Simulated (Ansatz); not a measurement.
Gas-phase electronic energies from Ansatz, PBE0-D4/def2-TZVP geometries. CBS: MP2 limit from def2 TZ/QZ plus the TZ coupled-cluster correction, frozen cores. This one scheme is used for every species. Functionals use def2-TZVPP. One conformer a species, not always the lowest.

Consider the ligand exchange at the Si–O bond: `O[SiH2]C#C[SiH3]` + HCl → `[SiH3]C#C[SiH2]Cl` + H₂O.

| species | r2SCAN-D4 energy (Eh) |
| --- | --- |
| `O[SiH2]C#C[SiH3]` | -733.96986 |
| HCl | -460.78592 |
| `[SiH3]C#C[SiH2]Cl` | -1118.33346 |
| H₂O | -76.42324 |

**Question.** Work out ΔE.

**Answer.** ΔE = (-1118.33346) + (-76.42324) − (-733.96986) − (-460.78592) = -0.00092 Eh = -0.6 kcal/mol. CCSD(T)/CBS gives -1.1 kcal/mol.

Largest T1 diagnostic among the species: 0.012.

At CCSD(T), def2-SVP lies +1.0 kcal/mol from the extrapolated value and def2-TZVPP +1.3 kcal/mol. Leaving LDA and LC-ωPBE aside and taking each functional with its dispersion term where it has one, the values, not all of them listed here, spread over 3.1 kcal/mol, from revPBE-D4 to CAM-B3LYP-D4. LDA lies +1.3 kcal/mol from PBE without D4.
